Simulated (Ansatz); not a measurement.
Two structures of SiH2Cl3F, singlet, reached by relaxing down either side of one saddle point (PBE0-D4/def2-TZVP). Energies are electronic, without zero-point energy. Computed with Ansatz 0.2.0 (basis: def2-TZVPP and def2-QZVPP); correlated methods freeze the cores. Extrapolation: Hartree–Fock as exp(−7.88 √X), correlation as X^−2.97. First:

```
7
angstrom
Si -0.4996 -0.4742 -0.5810
H 0.9043 -0.7085 -0.9348
Cl -1.6660 -1.9574 -1.3190
Cl -0.6769 -0.4838 1.4644
Cl -1.1258 1.3159 -1.2826
H 1.1864 0.9463 1.5541
F 1.8775 1.3618 1.0990
```

Second:

| atom | x (Å) | y (Å) | z (Å) |
| --- | --- | --- | --- |
| Si1 | -1.0896 | 0.3261 | 0.1527 |
| H2 | 3.1153 | -1.0006 | -0.4880 |
| Cl3 | -0.8432 | -1.2594 | -1.0639 |
| Cl4 | -2.1794 | -0.1818 | 1.7685 |
| Cl5 | -1.9573 | 1.8510 | -0.8365 |
| H6 | 2.6228 | -0.5347 | -0.1761 |
| F7 | 0.3314 | 0.7994 | 0.6432 |

(1) Which bonds change from the first to the second?

(2) Give the saddle point's structure and its height above each. (Judge from chemistry; the value comes from the calculation.)

T1 diagnostic: at most 0.011.

## Answers

(1) SiHCl₃ ([Cl][SiH]([Cl])[Cl]) + HF → SiCl₃F ([F][Si]([Cl])([Cl])[Cl]) + H₂; bonds formed: Si1–F7, H2–H6; bonds broken: Si1–H2, H6–F7.

(2) The calculation gives: 1.717 eV above the first and 2.846 eV above the second (CCSD(T) at an estimated basis limit (MP2 extrapolated from triple and quadruple zeta, plus CCSD(T) − MP2 in triple zeta)).
```
7
angstrom
Si -0.3295 -0.0520 -0.0749
H 1.2323 -0.5623 -0.3045
Cl -0.8058 -1.6227 -1.3385
Cl -1.3047 -0.5728 1.6224
Cl -1.0188 1.5431 -1.1162
H 1.3882 0.2047 0.3042
F 0.8382 1.0620 0.9074
```

Labels in which every atom is bracketed show which atoms are joined, not bond orders.

For scale, one of the runs: CCSD(T)/def2-TZVPP, 227 basis functions (an equivalent command: `ansatz run in.yaml --threads 4`). Hardware: 4 CPU threads, shared host. Wall time 98 s; peak host memory 3.5 GiB.
